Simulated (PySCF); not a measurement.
HP2 (SMILES P#[PH+]), charge +1, singlet, geometry from GFN2-xTB. Base run: M062X/STO-3G run with PySCF.

Input for PySCF:
```python
from pyscf import gto, scf, dft

mol = gto.Mole()
mol.atom = '''
    P    -0.00000000   -0.00000000   -1.02596741
    P     0.00000000    0.00000000    0.87502951
    H     0.00000000    0.00000000    2.26406841
'''
mol.basis = 'sto-3g'
mol.charge = 1
mol.verbose = 4
mol.build()

mf = dft.RKS(mol)
mf.xc = 'm062x'
mf.kernel()
mf.analyze()
```

The base run was repeated with changes; each row names its change, and settings that it needs were set with it.

| change | ΔE vs base (µEh) | SCF cycles | outcome |
|---|---|---|---|
| base | 0.0 | 7 | converged |
| conv_tol_grad = 1e-7 | 0.0 | 9 | converged |
| damp = 0.5; diis_start_cycle = 5 | 0.0 | 12 | converged |
| diis = off (with mf.max_cycle = 100) | - | 100 | not converged |
| init_guess = sap | 0.0 | 10 | converged |
| diis = off; damp = 0.3 (with mf.diis_start_cycle = 200; with mf.max_cycle = 150) | - | 150 | not converged |
| level_shift = 0.3 (with mf.max_cycle = 100) | 0.0 | 14 | converged |
| init_guess = huckel | 0.0 | 9 | converged |
| solver = newton; init_guess = 1e | 0.0 | - | converged |
| conv_tol = 1e-4 | 0.4 | 5 | converged |
| diis = off; damp = 0.6 (with mf.diis_start_cycle = 200; with mf.max_cycle = 150) | 0.0 | 19 | converged |
| conv_tol = 1e-12 | 0.0 | 9 | converged |
| level_shift = 0.1 (with mf.max_cycle = 100) | 0.0 | 9 | converged |
